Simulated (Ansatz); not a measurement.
Cost and result for the atomization energy of C₂H₉GeN, SMILES `C[CH2][GeH2][NH2]` (13 atoms, 12 bonds).

| atom | x (Å) | y (Å) | z (Å) |
| --- | --- | --- | --- |
| C1 | -0.8441 | -1.3029 | 0.6124 |
| C2 | 0.5140 | -0.6319 | 0.7575 |
| Ge3 | 0.5463 | 1.1903 | 0.0228 |
| N4 | 0.0558 | 1.2954 | -1.7537 |
| H5 | -1.1457 | -1.3686 | -0.4368 |
| H6 | -1.6240 | -0.7479 | 1.1414 |
| H7 | -0.8391 | -2.3203 | 1.0129 |
| H8 | 1.2898 | -1.2114 | 0.2477 |
| H9 | 0.8109 | -0.5736 | 1.8094 |
| H10 | -0.4638 | 2.0710 | 0.7853 |
| H11 | 1.9665 | 1.7796 | 0.1199 |
| H12 | 0.6421 | 0.7666 | -2.3846 |
| H13 | -0.9086 | 1.0535 | -1.9342 |

The species carries charge 0 and has multiplicity 1. Correlated methods include outer-core shells of Ge, which these sets cover unevenly. Scalar relativity is left out up to krypton. All single points use the PBE0-D4/def2-TZVP geometry. It is one conformer, not always the lowest. Program: Ansatz. All runs use 4 threads of an Arm Neoverse V1 on a shared host. Times are those of one run each, without the atoms' runs, and a repeat can differ threefold. Electronic energies, without spin–orbit coupling; frozen cores. CCSD(T)/CBS adds CCSD(T) − MP2 in def2-TZVPP to the MP2 limit, and its time is that of the two runs behind it. T1 = 0.010. With those shells the extrapolation isn't a true limit. HSE06 is the plane-wave form, built on full-range PBE exchange.

CCSD(T)/CBS is a level of theory with its own doubt, some kJ/mol a heavy atom from the limit and from the frozen cores, so smaller differences don't rank the functionals.

```
                             level  functions  wall time
            LDA (SPW92)/def2-TZVPP        267      1.6 s
                BLYP-D4/def2-TZVPP        267      2.7 s
               HSE06-D4/def2-TZVPP        267      4.4 s
r2SCAN-D4/def2-TZVPP (with forces)        267      6.5 s
                 B2PLYP/def2-TZVPP        267      7.5 s
               PBE-QIDH/def2-TZVPP        267      7.5 s
                ωB97X-V/def2-TZVPP        267       11 s
                  CCSD(T)/def2-SVP        119       12 s
                 B97M-V/def2-TZVPP        267       13 s
  ωB97M-V/def2-TZVPP (with forces)        267       16 s
                    MP2/def2-QZVPP        530       38 s
                CCSD(T)/def2-TZVPP        267    5.6 min
                 CCSD(T)/CBS(def2)          –    6.2 min
```

Task: What atomization energy does each give, and how far from CCSD(T)/CBS? (Best estimate.)

Result: The calculation gave: 
```json
{"level": "LDA (SPW92)/def2-TZVPP", "atomization (kJ/mol)": "5078.9", "difference from CCSD(T)/CBS": "573.4", "per bond": "47.8"}
{"level": "BLYP-D4/def2-TZVPP", "atomization (kJ/mol)": "4468.5", "difference from CCSD(T)/CBS": "-37.0", "per bond": "-3.1"}
{"level": "HSE06-D4/def2-TZVPP", "atomization (kJ/mol)": "4488.9", "difference from CCSD(T)/CBS": "-16.6", "per bond": "-1.4"}
{"level": "r2SCAN-D4/def2-TZVPP (with forces)", "atomization (kJ/mol)": "4486.4", "difference from CCSD(T)/CBS": "-19.1", "per bond": "-1.6"}
{"level": "B2PLYP/def2-TZVPP", "atomization (kJ/mol)": "4448.2", "difference from CCSD(T)/CBS": "-57.3", "per bond": "-4.8"}
{"level": "PBE-QIDH/def2-TZVPP", "atomization (kJ/mol)": "4463.6", "difference from CCSD(T)/CBS": "-41.9", "per bond": "-3.5"}
{"level": "ωB97X-V/def2-TZVPP", "atomization (kJ/mol)": "4511.7", "difference from CCSD(T)/CBS": "6.2", "per bond": "0.5"}
{"level": "CCSD(T)/def2-SVP", "atomization (kJ/mol)": "4253.4", "difference from CCSD(T)/CBS": "-252.1", "per bond": "-21.0"}
{"level": "B97M-V/def2-TZVPP", "atomization (kJ/mol)": "4507.8", "difference from CCSD(T)/CBS": "2.3", "per bond": "0.2"}
{"level": "ωB97M-V/def2-TZVPP (with forces)", "atomization (kJ/mol)": "4495.5", "difference from CCSD(T)/CBS": "-10.0", "per bond": "-0.8"}
{"level": "MP2/def2-QZVPP", "atomization (kJ/mol)": "4473.4", "difference from CCSD(T)/CBS": "-32.1", "per bond": "-2.7"}
{"level": "CCSD(T)/def2-TZVPP", "atomization (kJ/mol)": "4406.6", "difference from CCSD(T)/CBS": "-98.9", "per bond": "-8.2"}
{"level": "CCSD(T)/CBS(def2)", "atomization (kJ/mol)": "4505.5", "difference from CCSD(T)/CBS": "0.0", "per bond": "0.0"}
```

At CCSD(T), def2-SVP lies −252.1 kJ/mol from the extrapolated value and def2-TZVPP −98.9 kJ/mol: correlation converges slowly with the basis, and small sets miss more of it in the bonded molecule than in its fragments. From r2SCAN to r2SCAN0 (25 % exact exchange), in def2-TZVPP and without D4, the atomization energy moves by −44.5 kJ/mol: exact exchange takes away binding that semilocal exchange gives to molecules. In def2-TZVPP, CCSD(T) changes the Hartree–Fock value by +1123.1 kJ/mol (the triples alone add +52.6 kJ/mol) and MP2 by +1132.1 kJ/mol; breaking electron pairs costs correlation energy, which Hartree–Fock lacks.

For some Ge, Se and Sn compounds the MP2-based and the directly extrapolated limit differ by 10 to 25 kJ/mol.
